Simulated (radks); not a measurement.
Results of a calculation; reference values are marked as such.
Task: Coherent X-ray form factor from a spherical all-electron density. Level of theory: non-relativistic Kohn-Sham, LDA (Slater exchange, Perdew-Wang correlation), spin-polarised, spherical densities, point nucleus (a radial shooting solver on a logarithmic mesh with Libxc functionals).

| sin(theta)/lambda (1/angstrom) | f0 (electrons) |
|---|---|
| 0.05 | 73.745 |
| 0.1 | 70.681 |
| 0.15 | 66.953 |
| 0.2 | 63.159 |
| 0.25 | 59.473 |
| 0.3 | 55.952 |
| 0.4 | 49.538 |
| 0.5 | 44.035 |
| 0.6 | 39.329 |
| 0.8 | 31.625 |
| 1 | 25.662 |
| 1.25 | 20.424 |
| 1.5 | 17.165 |
| 2 | 13.475 |

The species is in the configuration that NIST lists as its ground one. Which atom or ion scatters so?

Result: Neutral rhenium, [Xe] 4f14 5d5 6s2. Extrapolating in s^2 from the first two rows gives f0(0) = 74.8, near the electron count 75; among species with that count, the fall with angle is slower the higher Z, and the table is that of Z = 75; from so few rows the species is fixed only to a neighbour or two.
